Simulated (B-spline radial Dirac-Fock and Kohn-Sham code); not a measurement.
# Dipole and non-dipole photoemission parameters of Xe⁴⁺ 3p3/2

System: Xe⁴⁺ in the configuration [Kr] 4d10 5s2 5p2; threshold 976.1 eV (orbital energy of the model). The computed values come from a radial atomic solver: Dirac-Hartree-Slater photoionisation with a Latter tail; cross sections with all multipoles, angular parameters from the dipole term and its interference with E2.

Input file task.json (cfg lists n, l and occupation; rrms is the nuclear radius in fm):

```json
{"items": [{
  "Z": 54,
  "q": 4,
  "cfg": [[1, 0, 2], [2, 0, 2], [2, 1, 6], [3, 0, 2], [3, 1, 6], [3, 2, 10], [4, 0, 2], [4, 1, 6], [4, 2, 10], [5, 0, 2], [5, 1, 2]],
  "A": 132,
  "rrms": 4.7859,
  "do": "xps",
  "hv": [53.8, 54.7, 91.0, 166.0, 200, 254.0, 272.0, 400, 426.0, 472.0, 567.0, 600, 644.0, 694.0, 882.0, 1253.6, 2060.0, 2984.4, 3390.0, 3420.0, 4350.0, 4520.0, 5720.0, 6000, 9251.7, 11000.0, 11900.0, 12000, 13500.0, 14000.0]
}]}
```

Run with: `python xray2_run.py task.json out`

For linearly polarised light dσ/dΩ = σ/(4π) [1 + β P₂(cos θ) + (δ + γ cos²θ) sin θ cos φ], with θ from the polarisation vector and φ the angle between the beam and the projection of the electron momentum on the plane normal to the polarisation.

```csv
hν (eV),σ (kb),β,γ,δ
1253.6,194,1.261,0.267,0.042
2060,85.7,1.607,-0.032,0.005
2984.4,41.1,1.652,0.057,0.008
3390,31.3,1.650,0.138,0.010
3420,30.7,1.649,0.144,0.010
4350,17.8,1.626,0.347,0.015
4520,16.3,1.621,0.384,0.016
5720,9.22,1.579,0.635,0.024
6000,8.18,1.569,0.691,0.026
9251.7,2.64,1.450,1.225,0.052
11000,?,?,?,?
11900,1.31,1.363,1.552,0.077
12000,1.28,1.360,1.563,0.078
13500,0.913,1.314,1.714,0.092
14000,0.822,1.299,1.760,0.097
```

Question: Give the values at 11000 eV.

Answer: σ = 1.64 kb, β = 1.392, γ = 1.450, δ = 0.068.
